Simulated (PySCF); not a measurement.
C2H4ClNSi, SMILES [SiH2](CC#N)Cl. Coordinates come from a PBE-D3(BJ)/def2-SVP optimisation. The structure was generated by enumeration, and PubChem lists no compound with its InChIKey, so it may never have been made. Other conformers were not sampled.

Computed equilibrium geometry at PBE-D3(BJ)/def2-SVP (PySCF confirms it by a frequency run) as a Z-matrix (one conformer of several):
```
C
H 1 1.1110
H 1 1.1125 2 107.12
C 1 1.4530 2 110.16 3 119.65
N 4 1.1721 3 151.10 1 176.21
Si 1 1.9107 2 108.46 3 -116.02
H 6 1.4969 1 109.82 2 -179.19
H 6 1.4996 7 111.37 1 119.24
Cl 6 2.0730 7 109.53 8 121.09
```
Charge 0, spin multiplicity 1.
